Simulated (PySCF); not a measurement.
# One molecule, several mistakes: C2GeH7O cation

These are calculations, not measurements. They come from PySCF 2.14.0, an open-source quantum chemistry program, on an isolated molecule that a program drew, which may never have been made. The molecule is C2GeH7O cation (charge +1, singlet), drawn as the SMILES string `CC[O][GeH2+]`.

Each row is a Hartree-Fock (HF) and frozen-core CCSD(T) single point in the cc-pVDZ basis, meant for a local HF minimum. Run 1 is clean. Each other run has one planted mistake out of seven kinds, and not every kind appears here: one electron removed, one electron added, multiplicity raised by two, geometry at a saddle point, minimal basis STO-3G, one bond length entered in bohr, all coordinates scaled. The reference is restricted for singlets and unrestricted otherwise, and also for a bond in bohr. Adding or removing an electron swaps singlet and doublet. Electrons count all cores. HOMO and LUMO are orbital energies over both spins, the gradient is its largest component, and the lowest frequency (negative if imaginary) is given only where the gradient is small. Bond lengths are over the 10 bonds as drawn. T1 is the CCSD diagnostic: over 0.02 (restricted) or 0.045 (unrestricted) a single reference is doubtful. Germanium has the cc-pVDZ-PP basis, with a core potential (ECP10MDF) in place of its 10 inner electrons, and its 3s, 3p and 3d shells are frozen in CCSD(T).

Geometry of the clean run:
```xyz
11
C2GeH7O cation, angstrom
C    -0.4908   -1.6985   -0.2894
C    -1.5317   -0.8282    0.3698
O    -1.4371    0.5813    0.0000
Ge   -0.4649    1.5298   -0.9815
H    -0.6370   -2.7270    0.0428
H     0.5239   -1.4069   -0.0066
H    -0.5835   -1.6924   -1.3784
H    -1.4459   -0.8327    1.4526
H    -2.5423   -1.1153    0.0943
H    -0.8599    2.9802   -0.9666
H     0.6704    0.9285   -1.7701
```

| run | electrons | basis functions | <S^2> | HOMO (eV) | LUMO (eV) | gradient (hartree/bohr) | lowest frequency (cm^-1) | mean bond (Å) | longest bond (Å) | T1 | HF (hartree) | CCSD(T) (hartree) | mistake |
|---|---|---|---|---|---|---|---|---|---|---|---|---|---|
| 1 | 58 | 100 | 0.000 | -17.51 | -4.99 | 3.1e-05 | 64 | 1.3104 | 1.676 | 0.0193 | -447.78084 | -448.39801 | no fault |
| 2 | 58 | 100 | 2.033 | -12.87 | -6.85 | 1.1e-01 | - | 1.3104 | 1.676 | 0.0281 | -447.64902 | -448.22315 | multiplicity raised by two |
| 3 | 58 | 100 | 0.000 | -17.21 | -5.10 | 3.6e-02 | - | 1.3772 | 1.761 | 0.0226 | -447.75577 | -448.38785 | all coordinates scaled |
| 4 | 57 | 100 | 0.770 | -23.75 | -13.25 | 8.7e-02 | - | 1.3104 | 1.676 | 0.0467 | -447.20526 | -447.78882 | ? |
| 5 | 58 | 100 | 0.730 | -15.29 | -5.14 | 2.3e-02 | - | 1.4071 | 2.053 | 0.0550 | -447.65204 | -448.26811 | ? |

**Which mistake was planted in run 4, and what did it cost?**

It counts 57 electrons, one fewer than the clean run, at the same geometry and basis. So the mistake is: one electron removed. Subtracting run 1 and multiplying by 627.51 kcal/mol a hartree, the energy moved by 361.2 kcal/mol in HF and 382.3 kcal/mol in CCSD(T).

**Which mistake was planted in run 5, and what did it cost?**

The mean bond changes by a factor of 1.074 and the longest by 1.225, so the molecule wasn't scaled as a whole. A length L in bohr read as angstrom grows by (1/0.5292 - 1) L = 0.890 L. The 10 bonds together grew by 10 x 0.0967 = 0.967 Å, which gives L = 1.087 Å. That is the length of one of the C-H bonds, 1.086 Å in the clean geometry. So the mistake is: one bond length entered in bohr. Subtracting run 1 and multiplying by 627.51 kcal/mol a hartree, the energy moved by 80.8 kcal/mol in HF and 81.5 kcal/mol in CCSD(T).

Cautions from the logs. Run 3: T1 is over the limit, so its CCSD(T) energy is less reliable; run 4: T1 is over the limit, so its CCSD(T) energy is less reliable; run 5: T1 is over the limit, so its CCSD(T) energy is less reliable.
